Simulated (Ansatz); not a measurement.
F₂GeH₆N₂Si (`[NH2][GeH2][Si](N)(F)F`) at its PBE0-D4/def2-TZVP geometry, where that method's forces vanish. Charge 0, multiplicity 1.

```xyz
12

N     2.1537    0.0360    1.1476
Ge    0.3163   -0.1039    1.1881
Si   -0.4632    0.4591   -0.9820
N    -2.0108   -0.1502   -1.2748
F    -0.5457    2.0250   -1.2517
F     0.6488   -0.0600   -2.0088
H     2.6154   -0.2594    1.9968
H     2.5767   -0.4459    0.3661
H    -0.2101   -1.5196    1.5521
H    -0.1927    0.8646    2.2674
H    -2.6179    0.2436   -1.9756
H    -2.2704   -1.0894   -1.0252
```

**Question.** What forces (eV/Å) does ωB97M-V/def2-TZVPP give on these atoms in the Gaussian-basis code of Ansatz? (Best estimate.)

**Answer.** Computed: 
```
N1   0.040 -0.049  0.010
Ge2 -0.183  0.017 -0.019
Si3  0.018 -0.089  0.220
N4  -0.060 -0.031 -0.015
F5  -0.007  0.156 -0.013
F6   0.097 -0.058 -0.072
H7   0.005  0.013 -0.045
H8   0.006  0.018  0.033
H9   0.052  0.102 -0.025
H10  0.035 -0.072 -0.079
H11  0.007 -0.021  0.017
H12 -0.011  0.014 -0.011
```
